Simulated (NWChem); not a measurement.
System: MgSiH$_{4}$O; SMILES [Mg]([OH])[SiH3]

Here is an NWChem input.

```
start job
memory heap 200 mb stack 900 mb global 1100 mb
geometry units angstroms noautosym
  Mg    -0.009743     0.766731    -0.023166
  O      0.031963     2.543331     0.042138
  H     -0.183962     3.505225    -0.303716
  Si     0.003803    -1.797488     0.003582
  H      0.427790    -2.385322    -1.323680
  H     -1.358294    -2.381846     0.303187
  H      0.944692    -2.373699     1.037266
end
basis spherical
  * library def2-svp
end
dft
  xc xpbe96 cpbe96
  disp vdw 4
  grid fine
  iterations 150
end
driver
  maxiter 120
  tight
end
task dft optimize
task dft freq
```

The level has its own optimisation; frequencies are unscaled.

**Question.** Give the results of this calculation. (PBE-D3(BJ)/def2-SVP.) Quantities: r Mg–O (Å); r Mg–Si (Å); r H–O (Å); r H–Si (Å); highest harmonic frequency (cm⁻¹); lowest (cm⁻¹); zero-point energy (kcal/mol); dipole (D).

**Answer.** 
| Item | Value |
|---|---|
| r Mg–O (Å) | 1.790 |
| r Mg–Si (Å) | 2.566 |
| r H–O (Å) | 0.963 |
| r H–Si (Å) | 1.512 |
| highest harmonic frequency (cm⁻¹) | 3912 |
| lowest (cm⁻¹) | 21 |
| zero-point energy (kcal/mol) | 21.7 |
| dipole (D) | 1.22 |
